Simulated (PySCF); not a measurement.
C$_{2}$H$_{7}$ClOSi, singlet, at a GFN2-xTB geometry; DF-R2SCAN/pcseg-0 in PySCF.

PySCF was given this input:
```python
from pyscf import gto, scf, dft

mol = gto.Mole()
mol.atom = '''
    Si    1.029503    0.304026   -0.594253
    Cl    1.589283   -0.397151    1.215297
    O    -0.573385    0.422006   -0.681955
    C    -1.607171   -0.478474   -0.373766
    C    -2.908835    0.287175   -0.198892
    H     1.583344   -0.627485   -1.572899
    H     1.401066    1.694375   -0.761212
    H    -1.697909   -1.204361   -1.190704
    H    -1.359742   -1.023307    0.544882
    H    -2.811916    1.002232    0.613814
    H    -3.146281    0.828807   -1.110721
    H    -3.716301   -0.403321    0.027923
'''
mol.basis = 'pcseg-0'
mol.charge = 0
mol.spin = 0
mol.verbose = 4
mol.max_memory = 1800
mol.build()

mf = dft.RKS(mol)
mf.xc = 'r2scan'
mf = mf.density_fit(auxbasis='def2-universal-jkfit')
mf.kernel()
```

It wrote (shortened):

```
PySCF version 2.14.0

[INPUT] verbose = 4
[INPUT] num. atoms = 12
[INPUT] num. electrons = 58
[INPUT] charge = 0
[INPUT] spin (= nelec alpha-beta = 2S) = 0
[INPUT] symmetry False subgroup None
[INPUT] Mole.unit = angstrom
[INPUT] Symbol           X                Y                Z      unit          X                Y                Z       unit  Magmom
[...]
nuclear repulsion = 295.96302768159
number of shells = 17
number of NR pGTOs = 120
number of NR cGTOs = 67
basis = pcseg-0
ecp = {}

******** <class 'pyscf.df.df_jk.DFRKS'> ********
method = DFRKS
initial guess = minao
damping factor = 0
level_shift factor = 0
DIIS = <class 'pyscf.scf.diis.CDIIS'>
diis_start_cycle = 1
diis_space = 8
diis_damp = 0
SCF conv_tol = 1e-09
SCF conv_tol_grad = None
SCF max_cycles = 50
direct_scf = False
XC library pyscf.dft.libxc version 7.1.2
    S. Lehtola, C. Steigemann, M. J. T. Oliveira, and M. A. L. Marques,  SoftwareX 7, 1–5 (2018)
XC functionals = r2scan
    J. W. Furness, A. D. Kaplan, J. Ning, J. P. Perdew, and J. Sun,  J. Phys. Chem. Lett. 11, 8208–8215 (2020)
    J. W. Furness, A. D. Kaplan, J. Ning, J. P. Perdew, and J. Sun,  J. Phys. Chem. Lett. 11, 9248–9248 (2020)
    J. W. Furness, A. D. Kaplan, J. Ning, J. P. Perdew, and J. Sun,  J. Phys. Chem. Lett. 11, 8208–8215 (2020)
    J. W. Furness, A. D. Kaplan, J. Ning, J. P. Perdew, and J. Sun,  J. Phys. Chem. Lett. 11, 9248–9248 (2020)
radial grids:
    Treutler-Ahlrichs [JCP 102, 346 (1995); DOI:10.1063/1.469408] (M4) radial grids

becke partition: Becke, JCP 88, 2547 (1988); DOI:10.1063/1.454033
pruning grids: <function nwchem_prune>
grids dens level: 3
symmetrized grids: False
atomic radii adjust function: <function treutler_atomic_radii_adjust>
small_rho_cutoff = 0
Set gradient conv threshold to 3.16228e-05
Initial guess from minao.
tot grids = 149040
init E= -904.160129475124
[...]
cycle= 1 E= -903.801121739366  delta_E= 0.359  |g|= 0.668  |ddm|= 3.29
[...]
cycle= 2 E= -903.565953295785  delta_E= 0.235  |g|= 1.27  |ddm|= 2.47
[...]
cycle= 3 E= -903.886664332871  delta_E= -0.321  |g|= 0.167  |ddm|= 1.88
[...]
cycle= 4 E= -903.893569703816  delta_E= -0.00691  |g|= 0.0423  |ddm|= 0.307
[...]
cycle= 5 E= -903.894030266297  delta_E= -0.000461  |g|= 0.00669  |ddm|= 0.0632
[...]
cycle= 6 E= -903.894043021397  delta_E= -1.28e-05  |g|= 0.00195  |ddm|= 0.0115
[...]
cycle= 7 E= -903.894043940839  delta_E= -9.19e-07  |g|= 0.000438  |ddm|= 0.00267
[...]
cycle= 8 E= -903.894043998164  delta_E= -5.73e-08  |g|= 6.85e-05  |ddm|= 0.000824
[...]
cycle= 9 E= -903.894043999306  delta_E= -1.14e-09  |g|= 1.07e-05  |ddm|= 0.000113
[...]
cycle= 10 E= -903.894043999348  delta_E= -4.23e-11  |g|= 3.86e-06  |ddm|= 2.48e-05
[...]
Extra cycle  E= -903.894043999344  delta_E= 4.55e-12  |g|= 5.02e-06  |ddm|= 1.09e-05
converged SCF energy = -903.894043999344
```
